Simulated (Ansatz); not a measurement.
Cost and result up the ladder for Ge(vinyl)2H2 (C4H8Ge) (13 atoms). The state is a singlet with charge 0. Geometry: PBE-D4/def2-SVP.

```xyz
13

Ge   -0.261    0.518    0.565
C     0.610   -1.192    0.938
C     1.770   -1.300    1.612
H     0.123   -2.108    0.556
H     2.296   -0.415    2.011
H     2.251   -2.276    1.799
C    -0.414    0.801   -1.363
C    -1.592    0.947   -1.997
H     0.521    0.823   -1.953
H    -2.553    0.930   -1.453
H    -1.656    1.093   -3.090
H     0.606    1.630    1.223
H    -1.701    0.548    1.152
```

Ansatz; hardware A = 2 threads of AMD EPYC 7R13 on a shared host; B = 2 threads of AMD EPYC 7R13 on a shared host and a share (18 GiB) of an NVIDIA H100 80GB HBM3. Times are rough, and most runs start from the orbitals of an earlier one. PBE0-D4/def2-TZVP serves as the yardstick here, not as an exact answer. Differences are given only for rows in sets of like size (and for xTB, whose basis is part of the method), since another set adds its own error. Binding counts from free atoms at the same level (Ge triplet, C triplet, H doublet; other spins of the atoms weren't run), without zero-point energy or a counterpoise term.

The 6-31G sets use Cartesian d functions. B3LYP takes the VWN-RPA correlation. Correlated methods freeze 13 core orbitals; core or outer-core shells of Ge are correlated, in sets that lack core-valence functions.

Run but left out: HF/def2-TZVP (restricted singlet, unstable towards broken spin symmetry); HF/STO-3G, HF/6-31G (restricted singlet, unstable in another Hartree–Fock run and untested here).

Correlated methods converge slowly with the basis.

| level | functions | wall time | binding energy per atom (eV) | difference from PBE0-D4/def2-TZVP (eV) | remarks |
| --- | --- | --- | --- | --- | --- |
| PBE-D4/def2-SVP [A] | 128 | 1.4 s | 4.06 | – | – |
| B3LYP-D4/6-31G [A] | 81 | 1.5 s | 3.91 | – | – |
| PBE0-D4/def2-SVP [A] | 128 | 2.1 s | 4.01 | – | – |
| PBE-D4/def2-TZVP [A] | 220 | 2.5 s | 4.03 | 0.06 | – |
| BHLYP-D4/def2-TZVP [A] | 220 | 4.3 s | 3.86 | -0.12 | – |
| PBE0-D4/def2-TZVP [A] | 220 | 4.4 s | 3.97 | 0.00 | – |
| r2SCAN-D4/def2-TZVP [A] | 220 | 4.9 s | 3.97 | -0.01 | – |
| B97M-V/def2-TZVP [A] | 220 | 10 s | 3.97 | -0.01 | – |
| CCSD(T)/def2-TZVP [B] | 220 | 11 s | 3.84 | -0.13 | restricted SCF unstable |
